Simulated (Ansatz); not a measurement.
A nudged elastic band was laid between two geometries of H2O2Zn + H3P (9 atoms, charge 0, multiplicity 1).

The calculation used RKS PBE-D4/def2-SVP in Ansatz.

| Property | Result |
| --- | --- |
| movable images | 7 |
| climbing image | yes |
| spring | 5.0 eV/Å² |
| optimiser | quadratic models (default) |
| start path | through a guess of the saddle point |
| force threshold | 0.03 eV/Å |
| iteration limit | 60 |
| end points | relaxed |

Initial state:

```xyz
9
Properties=species:S:1:pos:R:3
Zn -0.163 -0.034 0.170
O -0.491 0.382 1.884
H -0.975 -0.330 2.344
O 0.191 -0.129 -1.583
H 0.605 -0.985 -1.801
P 2.935 -0.871 1.036
H 2.230 -2.105 0.784
H 2.430 -0.280 -0.183
H 1.839 -0.339 1.817
```

Final state:

```xyz
9
Properties=species:S:1:pos:R:3
Zn 1.133 -0.528 0.370
O -0.273 0.362 1.820
H -0.839 0.231 0.989
O -0.524 -0.529 -0.471
H -0.585 -0.399 -1.432
P 3.350 -0.884 0.833
H 3.249 -2.251 0.373
H 3.730 -0.435 -0.488
H -0.641 -0.261 2.475
```

Problem. What changes between the two ends?

Solution. Bonds broken: P6–H9. Bonds formed: Zn1–P6, O2–H9. H2O2Zn + H3P becomes H5O2PZn.

Problem. Give the energies along the band, and the barrier.

Solution. The run converged. The highest image is number 2 of 0 to 8, 0.43 eV above the first end and 1.29 eV above the last; the last end lies 0.86 eV below the first. Beside the main top the profile has a ripple of under 15 meV (maxima at images 2, 7), which may be a very shallow well or noise. A vibrational analysis at the climbing image gives one clearly imaginary mode, 897i cm⁻¹: a first-order saddle point. The orbitals stay closed-shell, which can raise the energy where a bond breaks towards radicals; this wasn't checked here.

| image | path coordinate (Å) | energy (eV) | P6–H9 (Å) | Zn1–P6 (Å) | O2–H9 (Å) |
| --- | --- | --- | --- | --- | --- |
| 0 | 0.00 | 0.00 | 1.45 | 3.32 | 2.44 |
| 1 | 2.16 | 0.04 | 1.45 | 3.60 | 3.10 |
| 2 | 4.33 | 0.43 | 1.70 | 2.73 | 1.33 |
| 3 | 5.31 | -0.36 | 2.30 | 2.36 | 1.00 |
| 4 | 6.29 | -0.59 | 2.84 | 2.31 | 0.98 |
| 5 | 7.27 | -0.69 | 3.43 | 2.30 | 0.98 |
| 6 | 8.25 | -0.84 | 4.01 | 2.29 | 0.98 |
| 7 | 9.24 | -0.83 | 4.68 | 2.29 | 0.98 |
| 8 | 10.22 | -0.86 | 4.36 | 2.29 | 0.98 |

Problem. What is the geometry of the highest image?

Solution. 
```xyz
9
Properties=species:S:1:pos:R:3:forces:R:3
Zn 0.314 -0.261 0.075 0.00 0.00 0.00
O 0.022 0.323 1.885 0.00 0.00 0.00
H -0.667 -0.160 2.387 0.00 0.00 0.00
O -0.262 -0.431 -1.620 0.00 0.00 0.00
H 0.435 -0.832 -2.172 0.00 0.00 0.00
P 2.645 -0.953 1.311 0.00 0.00 0.00
H 2.086 -2.019 0.507 0.00 0.00 0.00
H 2.815 -0.082 0.167 0.00 0.00 0.00
H 1.212 -0.277 1.930 0.00 0.00 0.00
```

The run took 5.2 min on 2 threads of Arm Neoverse V1, on a shared host, peak memory 0.15 GiB.
